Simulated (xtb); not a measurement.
A run for xtb: GFN2-xTB on CH4O (a complex), monomers drawn apart or pushed together.

```
$ xtb mol.xyz --gfn 2 --sp --chrg 0 --uhf 0
6

C     -0.35073975    -0.50688680     0.04175197
O      0.32918566     0.24201725    -0.60192827
H     -1.40291903    -0.27408985     0.29596654
H      0.03506060    -1.47353629     0.41948259
H      0.12508373     0.41203519     3.41906217
H     -0.31591990    -0.08394479     3.75619461
```

The log:

```
[...]
           -------------------------------------------------
          |                Calculation Setup                |
           -------------------------------------------------



molecular fragmentation (1/2 indicates fragments):
111122
# atoms in fragment 1/2:     4     2
 fragment masses (1/2) :       30.03        2.02
CMA distance (Bohr)    :   7.332
constraining FC (au)   :  0.0500

           -------------------------------------------------
          |                 G F N 2 - x T B                 |
           -------------------------------------------------

        Reference                      10.1021/acs.jctc.8b01176
      * Hamiltonian:
        H0-scaling (s, p, d)           1.850000    2.230000    2.230000
        zeta-weighting                 0.500000
      * Dispersion:
        s8                             2.700000
        a1                             0.520000
        a2                             5.000000
        s9                             5.000000
      * Repulsion:
        kExp                           1.500000    1.000000
        rExp                           1.000000
      * Coulomb:
        alpha                          2.000000
        third order                    shell-resolved
        anisotropic                    true
        a3                             3.000000
        a5                             4.000000
        cn-shift                       1.200000
        cn-exp                         4.000000
        max-rad                        5.000000


          ...................................................
          :                      SETUP                      :
          :.................................................:
          :  # basis functions                  12          :
          :  # atomic orbitals                  12          :
          :  # shells                            8          :
          :  # electrons                        14          :
          :  max. iterations                   250          :
          :  Hamiltonian                  GFN2-xTB          :
          :  restarted?                      false          :
          :  GBSA solvation                  false          :
          :  PC potential                    false          :
          :  electronic temp.          300.0000000     K    :
          :  accuracy                    1.0000000          :
          :  -> integral cutoff          0.2500000E+02      :
          :  -> integral neglect         0.1000000E-07      :
          :  -> SCF convergence          0.1000000E-05 Eh   :
          :  -> wf. convergence          0.1000000E-03 e    :
          :  Broyden damping             0.4000000          :
          :  net charge                          0          :
          :  unpaired electrons                  0          :
          ...................................................

 iter      E             dE          RMSdq      gap      omega  full diag
   1     -8.2295642 -0.822956E+01  0.583E+00    4.42       0.0  T
   2     -8.2591762 -0.296120E-01  0.283E+00    3.43       1.0  T
   3     -8.2619827 -0.280657E-02  0.207E+00    3.79       1.0  T
   4     -8.2655751 -0.359233E-02  0.218E-01    3.53       1.0  T
   5     -8.2656734 -0.983276E-04  0.798E-02    3.59       1.0  T
   6     -8.2656812 -0.779629E-05  0.475E-02    3.57       1.0  T
   7     -8.2656927 -0.115215E-04  0.221E-03    3.58      18.5  T
   8     -8.2656927  0.668149E-08  0.167E-03    3.58      24.4  T
   9     -8.2656927 -0.951472E-08  0.493E-05    3.58     828.5  T
  10     -8.2656927 -0.751577E-11  0.100E-05    3.58    4076.6  T

   *** convergence criteria satisfied after 10 iterations ***

         #    Occupation            Energy/Eh            Energy/eV
      -------------------------------------------------------------
         1        2.0000           -0.7374163             -20.0661
         2        2.0000           -0.6331187             -17.2280
         3        2.0000           -0.5843187             -15.9001
         4        2.0000           -0.5557814             -15.1236
         5        2.0000           -0.5424589             -14.7611
         6        2.0000           -0.4779525             -13.0058
         7        2.0000           -0.4241897             -11.5428 (HOMO)
         8                         -0.2926367              -7.9631 (LUMO)
         9                          0.0741971               2.0190
        10                          0.1712574               4.6602
        11                          0.2156798               5.8689
        12                          0.5564555              15.1419
      -------------------------------------------------------------
                  HL-Gap            0.1315529 Eh            3.5797 eV
             Fermi-level           -0.3584132 Eh           -9.7529 eV

 SCC (total)                   0 d,  0 h,  0 min,  0.004 sec
 SCC setup                      ...        0 min,  0.000 sec (  5.159%)
 Dispersion                     ...        0 min,  0.000 sec (  1.262%)
 classical contributions        ...        0 min,  0.000 sec (  0.733%)
 integral evaluation            ...        0 min,  0.000 sec (  7.441%)
 iterations                     ...        0 min,  0.003 sec ( 61.950%)
 molecular gradient             ...        0 min,  0.001 sec ( 18.399%)
 printout                       ...        0 min,  0.000 sec (  4.535%)

         :::::::::::::::::::::::::::::::::::::::::::::::::::::
         ::                     SUMMARY                     ::
         :::::::::::::::::::::::::::::::::::::::::::::::::::::
         :: total energy              -8.158028206110 Eh    ::
         :: gradient norm              0.030216496260 Eh/a0 ::
         :: HOMO-LUMO gap              3.579737927628 eV    ::
         ::.................................................::
         :: SCC energy                -8.265692257428 Eh    ::
         :: -> isotropic ES            0.016943276551 Eh    ::
         :: -> anisotropic ES          0.009042463418 Eh    ::
         :: -> anisotropic XC          0.011491514169 Eh    ::
         :: -> dispersion             -0.001037221546 Eh    ::
         :: repulsion energy           0.107664051318 Eh    ::
         :: add. restraining           0.000000000000 Eh    ::
         :: total charge               0.000000000000 e     ::
         :::::::::::::::::::::::::::::::::::::::::::::::::::::

           -------------------------------------------------
          |                Property Printout                |
           -------------------------------------------------

    * Orbital Energies and Occupations

         #    Occupation            Energy/Eh            Energy/eV
      -------------------------------------------------------------
         1        2.0000           -0.7374163             -20.0661
         2        2.0000           -0.6331187             -17.2280
         3        2.0000           -0.5843187             -15.9001
         4        2.0000           -0.5557814             -15.1236
         5        2.0000           -0.5424589             -14.7611
         6        2.0000           -0.4779525             -13.0058
         7        2.0000           -0.4241897             -11.5428 (HOMO)
         8                         -0.2926367              -7.9631 (LUMO)
         9                          0.0741971               2.0190
        10                          0.1712574               4.6602
        11                          0.2156798               5.8689
        12                          0.5564555              15.1419
      -------------------------------------------------------------
                  HL-Gap            0.1315529 Eh            3.5797 eV
             Fermi-level           -0.3584132 Eh           -9.7529 eV
Note: The following floating-point exceptions are signalling: IEEE_DENORMAL
normal termination of xtb

     #   Z          covCN         q      C6AA      α(0)
     1   6 C        2.700     0.181    24.108     8.036
     2   8 O        0.856    -0.271    19.269     5.885
     3   1 H        0.922     0.045     2.384     2.415
     4   1 H        0.922     0.045     2.384     2.415
     5   1 H        0.895     0.002     3.038     2.728
     6   1 H        0.895    -0.001     3.090     2.751

 Mol. C6AA /au·bohr⁶  :        250.618177
 Mol. C8AA /au·bohr⁸  :       4731.273102
 Mol. α(0) /au        :         24.229021


Wiberg/Mayer (AO) data.
largest (>0.10) Wiberg bond orders for each atom

 ---------------------------------------------------------------------------
     #   Z sym  total        # sym  WBO       # sym  WBO       # sym  WBO
 ---------------------------------------------------------------------------
     1   6 C    3.902 --     2 O    2.015     3 H    0.944     4 H    0.944
     2   8 O    2.111 --     1 C    2.015
     3   1 H    0.998 --     1 C    0.944
     4   1 H    0.998 --     1 C    0.944
     5   1 H    1.000 --     6 H    1.000
     6   1 H    1.000 --     5 H    1.000
 ---------------------------------------------------------------------------

Topologies differ in total number of bonds
Writing topology from bond orders to xtbtopo.mol

molecular dipole:
                 x           y           z       tot (Debye)
 q only:       -0.404      -0.444       0.384
   full:       -0.527      -0.580       0.501       2.363
molecular quadrupole (traceless):
                xx          xy          yy          xz          yz          zz
 q only:        0.210       0.137       0.481       0.190       0.037      -0.691
  q+dip:        0.582       0.056       0.835       0.010      -0.332      -1.417
   full:        0.146       0.109       0.543       0.558       0.447      -0.690


           -------------------------------------------------
          | TOTAL ENERGY               -8.158028206110 Eh   |
          | GRADIENT NORM               0.030216496260 Eh/α |
          | HOMO-LUMO GAP               3.579737927628 eV   |
           -------------------------------------------------

------------------------------------------------------------------------
------------------------------------------------------------------------
 total:
 SCF:
```

The run finished.

Cost: roughly 0.08 core-seconds.
